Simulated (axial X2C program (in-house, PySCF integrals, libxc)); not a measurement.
**CoC⁺: from the spin-free to the two-component result**

All values were computed with an axial X2C code built on PySCF integrals. Spin-free means the one-electron spin-free X2C Hamiltonian; two-component (2c) means X2C with spin–orbit coupling and atomic mean-field two-electron Coulomb and Gaunt terms, so the difference of the two also holds small scalar two-electron terms. Basis: Co dyall-cv3z [9s10p6d3f2g], C dyall-v3z [7s6p2d1f] (cores contracted in-house); Gaussian nuclei, density fitting, unrestricted open shells. Masses: Co 58.933 u, C 12.000 u.

Spin-free state: M_S = 0, Λ = 2 (beyond evenly filled blocks: σα, δ+α, δ+β, δ-β); fragments Co+ + C.

| level | Re (Å) | ωe (cm⁻¹) | De (eV) | μ (D) |
| --- | --- | --- | --- | --- |
| PBE0 | 1.652 | 719.5 | 2.975 | -1.68 |
| HF | 1.879 | 677.5 | n/a | -4.58 |
| TPSS | 1.604 | 890.2 | 3.880 | -1.42 |

Dipoles are positive if C is the positive end and refer to the centre of mass.

Two-component determinant lowest at the distance of the search:

Ω = 2 (⟨Sz⟩ = 0.00, ⟨Lz⟩ = 2.00 at PBE0); fragments Co+ + C.

| level | Re (Å) | ωe (cm⁻¹) | μ (D) |
| --- | --- | --- | --- |
| PBE0 | 1.652 | 718.5 | -1.68 |
| HF | 1.880 | 677.1 | -4.58 |
| TPSS | 1.604 | 890.1 | -1.42 |

From the two tables, how do the constants change at the PBE0 level (2c against spin-free)?

At the PBE0 level Re is unchanged within 0.001 Å and ωe falls by 1.0 cm⁻¹.

Occupations by symmetry block were frozen at the best pattern of an incomplete PBE0 search. Dissociation energies refer to the lowest single-determinant-based atoms at the same level and basis. De is not given where an atomic determinant may have missed its ground term or J level, or where the truncated virtual space spoils (T). Density functionals use the spin component along the axis (collinear). Other states lie close and PBE0, whose exact exchange favours high spin, may order them wrongly; the determinant shown need not be the ground state. The nearest other spin-free determinant of the search, M_S = 1, Λ = 2, lies 0.06 eV up at the distance of the search. The functionals have no current-density term, which raises determinants with orbital currents, atoms included. With several unpaired electrons one determinant need not be a pure state. At some level and bond length an empty orbital lies below a filled one. The determinant is spin-polarised beyond a pure state at some levels (its spin-free form has ⟨S²⟩ too high), which makes Re and μ there less reliable.
